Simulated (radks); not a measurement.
The numbers below are computed, except where a source is named.
Cd45+, configuration [He] 2s1.

Level of theory: scalar-relativistic Kohn-Sham, PBE, spin-polarised, spherical densities, finite nucleus; open shells are filled with parallel spins first (spin-orbit coupling, left out, can overturn this in heavy ions); Fermi nuclear charge, rms radius 4.6087 fm (a radial shooting solver on a logarithmic mesh with Libxc functionals).

Energy parts (hartree):
part                       energy
total                 -2627.50612
kinetic                2798.16187
electron-nucleus      -5476.64931
Hartree                  86.63982
exchange-correlation    -35.65851

Orbitals (lengths in bohr, moments of r in powers of bohr; <r^-3> diverges for s and p1/2):
| orbital | occ. | eigenvalue (hartree) | <r^-3> |
|---|---|---|---|
| 1s up | 1 | -1136.984 | - |
| 1s down | 1 | -1136.442 | - |
| 2s up | 1 | -277.2046 | - |
| 2p up | 0 | -267.5797 | 4830 |
| 3s up | 0 | -120.2174 | - |

The highest occupied level is 2s up at -7543.1 eV. For comparison, the ionisation energy in NIST's Atomic Spectra Database is 7608.0 eV (theoretical). In exact Kohn-Sham theory the highest level is minus the ionisation energy, but local and semilocal functionals leave it too shallow, through self-interaction and a potential that decays too fast; potentials with the right tail come closer. Spin moment in Bohr magnetons: 1.
